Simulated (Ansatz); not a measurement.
`[SiH3][O][Al]([Cl])[Br]` → Al• + Br• + Cl• + 3 H• + O• + Si•  (atomization)

Isolated molecules relaxed with PBE0-D4/def2-TZVP in Ansatz; ΔE leaves out vibrations. CCSD(T)/CBS is the MP2 limit (def2-TZVPP, def2-QZVPP) plus CCSD(T) − MP2 in def2-TZVPP, frozen cores. This one scheme is used for every species, atoms too. DFT in def2-TZVPP. HSE06 is defined as in plane-wave codes. No spin–orbit coupling; open shells (•) take unrestricted orbitals. Spin–orbit coupling would lower the free atoms: a little for Al, Cl, O, Si; clearly for Br. For Br outer-core shells are correlated without core-valence functions, so the limit isn't a true one: a few kJ/mol of doubt a bond, and 10 to 20 or more in all where bonds break to atoms. Scalar relativity is left out up to krypton. One conformer a species, not always the lowest.

`[SiH3][O][Al]([Cl])[Br]`:

```xyz
8

Si    0.229    0.990    1.128
O    -0.069    0.009   -0.139
Al   -0.294   -1.108   -1.345
Cl   -1.223   -0.554   -3.114
Br    0.399   -3.211   -1.077
H     0.571    2.348    0.635
H     1.365    0.459    1.924
H    -0.979    1.067    1.988
```

**Question.** What is ΔE at CCSD(T)/CBS? (An estimate is asked.)

**Answer.** Ansatz gave: +2749.6 kJ/mol.

**Question.** What do these levels give: PBE-D4, HSE06-D4, CAM-B3LYP-D4, PBE-QIDH, r2SCANh, MP2/def2-TZVPP? (An estimate is asked.)

**Answer.** Ansatz gave: PBE-D4 2702.2, HSE06-D4 2683.0, CAM-B3LYP-D4 2714.8, PBE-QIDH 2703.4, r2SCANh 2719.3, MP2/def2-TZVPP 2734.3 kJ/mol.

Largest T1 diagnostic among the species: 0.018.

The D4 term adds +35.6 kJ/mol with B3LYP and +19.0 kJ/mol with PBE0; it sums over pairs of atoms, weighted by their polarisabilities, and B3LYP, whose exchange is more repulsive, gets the larger term. From PBE to PBE0 (25 % exact exchange), in def2-TZVPP and without D4, ΔE moves by −17.8 kJ/mol: exact exchange takes away binding that semilocal exchange gives to molecules.

B3LYP here is the variant with VWN-RPA as its local correlation; programs differ in this.

For atomizations the MP2-based limit and the directly extrapolated one differ by several kJ/mol either way, and by 10 to 25 for some Ge, Se and Sn compounds, so smaller differences from it don't rank the levels.
